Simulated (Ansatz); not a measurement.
Single points on Zn10H30Se10.

```yaml
crystal:
  periodic: [false, false, false]
  atoms:
    - {symbol: Zn, position_ang: [-2.219381, -2.550331, -0.132134]}
    - {symbol: Zn, position_ang: [-1.730584, 0.781932, -4.232795]}
    - {symbol: Zn, position_ang: [-2.642144, 0.233979, 2.140620]}
    - {symbol: Zn, position_ang: [-1.222293, 4.397787, -0.788260]}
    - {symbol: Zn, position_ang: [-0.063771, -1.731585, -4.337534]}
    - {symbol: Zn, position_ang: [0.500108, -2.069554, 2.551576]}
    - {symbol: Zn, position_ang: [4.005185, -1.378179, -1.199504]}
    - {symbol: Zn, position_ang: [0.575270, 0.633117, -0.731796]}
    - {symbol: Zn, position_ang: [0.344179, 3.882813, 1.713356]}
    - {symbol: Zn, position_ang: [4.214594, 0.431751, 1.143022]}
    - {symbol: Se, position_ang: [-2.763835, -0.912993, -2.170766]}
    - {symbol: Se, position_ang: [-0.458293, -3.879330, -1.575743]}
    - {symbol: Se, position_ang: [-0.779032, -0.781794, 0.842456]}
    - {symbol: Se, position_ang: [-0.699526, 2.204352, -2.216509]}
    - {symbol: Se, position_ang: [-2.805184, 2.437966, 0.653268]}
    - {symbol: Se, position_ang: [-1.085984, 1.408940, 3.888610]}
    - {symbol: Se, position_ang: [1.643085, -0.913271, -2.335678]}
    - {symbol: Se, position_ang: [2.421279, -2.654005, 0.830341]}
    - {symbol: Se, position_ang: [2.053305, -0.323428, 3.767811]}
    - {symbol: Se, position_ang: [1.956687, 1.910294, 0.819500]}
    - {symbol: H, position_ang: [-3.402637, -3.391476, 0.433347]}
    - {symbol: H, position_ang: [-0.358579, 0.006463, -4.622263]}
    - {symbol: H, position_ang: [-3.095270, 1.345941, -4.737755]}
    - {symbol: H, position_ang: [-4.024414, -0.340138, 2.576957]}
    - {symbol: H, position_ang: [-2.418605, 5.231840, -1.344416]}
    - {symbol: H, position_ang: [0.183237, 4.439076, 0.024646]}
    - {symbol: H, position_ang: [-1.259024, -2.299988, -3.360336]}
    - {symbol: H, position_ang: [0.841232, -2.327848, -5.473864]}
    - {symbol: H, position_ang: [-0.072516, -3.218493, 3.445439]}
    - {symbol: H, position_ang: [4.760550, -2.649117, -1.700894]}
    - {symbol: H, position_ang: [4.181284, 0.133129, -0.610496]}
    - {symbol: H, position_ang: [-0.992558, 2.953764, 2.025604]}
    - {symbol: H, position_ang: [1.152626, 4.888184, 2.610446]}
    - {symbol: H, position_ang: [3.478600, -0.878680, 1.841504]}
    - {symbol: H, position_ang: [5.376758, 1.382958, 1.601732]}
    - {symbol: H, position_ang: [-3.718249, -1.644833, -3.039805]}
    - {symbol: H, position_ang: [-3.922370, -0.189641, -1.501318]}
    - {symbol: H, position_ang: [-1.458838, -4.663467, -2.338047]}
    - {symbol: H, position_ang: [-0.366959, -4.979203, -0.545814]}
    - {symbol: H, position_ang: [0.561038, 2.635505, -2.873469]}
    - {symbol: H, position_ang: [-4.135149, 2.195438, -0.049412]}
    - {symbol: H, position_ang: [-3.476539, 3.357183, 1.602857]}
    - {symbol: H, position_ang: [-1.945951, 2.513162, 4.378183]}
    - {symbol: H, position_ang: [-1.506878, 0.551967, 5.067224]}
    - {symbol: H, position_ang: [2.208678, 0.193614, -3.148561]}
    - {symbol: H, position_ang: [1.898046, -4.005147, 0.345330]}
    - {symbol: H, position_ang: [3.454084, -3.346588, 1.638013]}
    - {symbol: H, position_ang: [2.933845, -1.411941, 4.260917]}
    - {symbol: H, position_ang: [1.269268, -0.380378, 5.060541]}
    - {symbol: H, position_ang: [2.611585, 2.770221, -0.196084]}
basis:
  gaussian: {orbitals: def2-TZVP, fitting: {mean_field: def2-universal-jkfit}, initial_orbitals: start.molden}
magnetization: {spin_polarized: true, initial_magnetization: 2}
hamiltonian: {xc: pbe, dispersion: d4}
scf: {omitted_lower_state_checks: [starts]}
output: {orbitals: {seedname: orbitals}}
```

The file start.molden holds the orbitals of an earlier run on this structure, at another level or in another basis.

```sh
$ ansatz run in.yaml --threads 11 --pin off --events-out ev --progress --plain --max-ram 110592MiB --backend cuda --devices 0, --max-vram 75GiB
```

It prints (some lines left out):

```
Functional definition: PBE
5840 factors; integrals over basis functions are off by at most 5.7e-1 eV
mean field evaluation 1: about -1138009.5172 eV, gradient 2.5e1 eV
mean field evaluation 2: about -1138010.8166 eV, gradient 1.5e0 eV
mean field evaluation 4: about -1138010.9181 eV, gradient 4.1e-1 eV
mean field evaluation 8: about -1138010.9300 eV, gradient 9.6e-3 eV
mean field evaluation 16: about -1138010.9300 eV, gradient 2.5e-4 eV
mean field -1138010.93003505 eV, -41821.1303072747 hartree, gradient 1.8e-6 eV, S^2 2.003198; 0 other end points of the search recorded, 0 dependent functions left out
reference -1138010.93016587 eV, -41821.1303120825 hartree; 336, 334 occupied and 804, 806 virtual orbitals, 5840 factors
Total energy: -1138014.51304205 eV, -41821.2619803533 hartree
Checks for a lower state left out: starts
```

Hardware: 11 threads of AMD EPYC 7R13 on a shared host and a whole NVIDIA H100 80GB HBM3. Wall time 19 s, peak host memory 2.1 GiB.

As the first input, with `gaussian: {orbitals: def2-TZVP, fitting: {mean_field: def2-universal-jkfit}}`, `hamiltonian: {xc: pbe0, dispersion: d4}` (abridged; 67 s):

```
Functional definition: PBE0
mean field evaluation 16: about -1138036.7503 eV, gradient 5.3e-1 eV
mean field evaluation 32: about -1138036.7970 eV, gradient 3.4e-5 eV
mean field -1138036.79701451 eV, -41822.0809012368 hartree, gradient 9.4e-6 eV, S^2 2.010414
Total energy: -1138040.06725747 eV, -41822.2010804490 hartree
Checks for a lower state left out: starts
```

Geometry: PBE-D4/def2-SVP, that of the neutral singlet.

Single mean-field runs in def2-TZVP are fitted with def2-universal-jkfit. At PBE-D4/def2-TZVP the gap within one spin of the charge 0 triplet nearly closes, so an electron or hole may be smeared out by delocalisation error. At PBE0-D4/def2-TZVP a singlet of charge 0 lies 4.26 eV below the triplet at the same geometry.
